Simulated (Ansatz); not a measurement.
`FC=[Se]` + H₂O → `OC=[Se]` + H–F at 700 K and 1 bar (formal hydrolysis of a C–F bond).

Calculated with Ansatz (gas phase, PBE0-D4/def2-TZVP geometries, no zero-point term in ΔE). CCSD(T)/CBS adds triple-zeta CCSD(T) − MP2 to the extrapolated MP2 energy (def2 sets, frozen cores). This one scheme is used for every species. For Se outer-core shells are correlated without core-valence functions, which leaves a few kJ/mol of doubt a bond. Scalar relativity is left out up to krypton. Each species was taken in one conformer, which may not be the lowest.

```tsv
species	CCSD(T)/CBS energy (Eh)	H − E (kJ/mol)	S (J/(mol·K))
`FC=[Se]`	-2539.10585	80.6	317.3
H₂O	-76.37941	80.5	218.4
`OC=[Se]`	-2515.09992	118.7	327.2
H–F	-100.39570	45.2	198.5
```

H − E and S are ideal-gas, rigid-rotor, harmonic terms from PBE0-D4/def2-TZVP, for one conformer and one mirror image of each species. 1 Eh = 2625.50 kJ/mol, R = 8.31446 J/(mol·K).

Q: By hand: ΔE, ΔH, ΔS and ΔG.

A: ΔE = (-2515.09992) + (-100.39570) − (-2539.10585) − (-76.37941) = -0.01036 Eh = -27.2 kJ/mol. Δ(H − E) = 118.7 + 45.2 − 80.6 − 80.5 = 2.8, so ΔH = -24.4 kJ/mol. ΔS = 327.2 + 198.5 − 317.3 − 218.4 = -10.0 J/(mol·K). ΔG = -24.4 − 700 × (-10.0)/1000 = -17.4 kJ/mol.

Q: By hand: the equilibrium constant, and the temperature at which ΔG would vanish if ΔH and ΔS stayed fixed.

A: log₁₀ K = −ΔG/(RT ln 10) = 1.3. ΔG = 0 at ΔH/ΔS = 2440 K, though so small a ΔS makes that figure unsure.

The number of gas molecules stays the same, so ΔS is small and ΔH decides. A doubt of 5 kJ/mol in ΔE shifts log₁₀ K by 0.4 here. Other conformers and mirror images would add mixing entropy, several J/(mol·K) or more a flexible species. These are equilibria of isolated gas molecules and say nothing of rates. Largest T1 diagnostic: 0.017 (customary marks: 0.02 for closed shells, 0.045 for open ones).
